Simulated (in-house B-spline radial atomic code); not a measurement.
## Ga IV (Ga3+): [He] 2s1 (2p1/2)1 (2p3/2)4 3s2 3p6 3d10 4s2 (with a hole in an inner shell)

Computed with a B-spline radial code for spherical atoms: Dirac-Kohn-Sham relativistic LDA, spherical fractional occupations, Fermi nucleus of rms radius 3.9973 fm.

Screening seen three ways: the hydrogenic charge with the same mean radius, Z_r = [3n² - l(l+1)]/(2<r>), the one with the same energy, Z_e = n√(-2ε), and Slater's rules. Values are occupation-weighted means over j.

| shell | electrons | ε (eV) | <r> (bohr) | Z_r | Z_e | Slater |
| --- | --- | --- | --- | --- | --- | --- |
| 1s | 2 | -10393 | 0.04869 | 30.81 | 27.64 | 30.70 |
| 2s | 1 | -1391.2 | 0.2143 | 27.99 | 20.22 | 27.55 |
| 2p | 5 | -1240 | 0.1868 | 26.77 | 19.09 | 27.55 |
| 3s | 2 | -208.56 | 0.6264 | 21.55 | 11.75 | 21.45 |
| 3p | 6 | -160.08 | 0.6384 | 19.58 | 10.29 | 21.45 |
| 3d | 10 | -78.296 | 0.6655 | 15.78 | 7.20 | 11.85 |
| 4s | 2 | -43.236 | 1.798 | 13.35 | 7.13 | 7.35 |

The least bound orbital is 4s1/2 at -43.24 eV, and it is also the most diffuse (<r> = 1.798 bohr). The part-filled 2s shell lies below the filled 4s shell in orbital energy.

For the 1s electron the small component carries 1.25 % of the norm, the zero-frequency Breit interaction raises the level by 13.58 eV, self-energy by 7.484 eV, and vacuum polarisation lowers it by 0.7076 eV.

The density falls to 0.001 bohr⁻³ at 3.203 bohr; Σ<r²> = 16.897 bohr² gives, by the non-relativistic formula and without the paramagnetism of open shells, a Langevin diamagnetic susceptibility of -13.38×10⁻⁶ cm³/mol.
